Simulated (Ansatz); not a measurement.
B2(Br)4 (B2Br4), relaxed as a singlet with RKS PBE-D4/def2-SVP in Ansatz, starting from the GFN2-xTB geometry. Force threshold 0.02 eV/Å.

Start:

| atom | x (Å) | y (Å) | z (Å) |
| --- | --- | --- | --- |
| B1 | 0.189 | -0.573 | -0.585 |
| Br2 | 1.770 | -1.615 | -0.494 |
| Br3 | -0.940 | -0.898 | -2.072 |
| B4 | -0.189 | 0.572 | 0.585 |
| Br5 | -1.632 | 0.336 | 1.790 |
| Br6 | 0.802 | 2.177 | 0.776 |

Question: Estimate the energy that the relaxation releases and the steps that it takes.

Answer: 0.07 eV, in 8 steps; 6 s on 4 threads of Intel Xeon 6975P-C on a shared host. No frequencies were taken in this run, so the end may be a saddle point.

Question: Does the start keep its bonding and symmetry?

Answer: By distances, no bond broke or formed. The bond that changes most is B4–Br5, from 1.90 to 1.91 Å (atoms count from 1). Point group D2 at the start, D2d at the end, both within 0.05 Å; within 0.015 Å the end is D2.

Question: Predict the relaxed structure.

Answer: 
```xyz
6

B     0.190   -0.574   -0.586
Br    1.637   -1.792   -0.291
Br   -0.830   -0.652   -2.205
B    -0.190    0.574    0.587
Br   -1.461    0.151    1.954
Br    0.654    2.292    0.542
```
Bond lengths: 4 × B–Br 1.91 Å; 1 × B–B 1.68 Å.
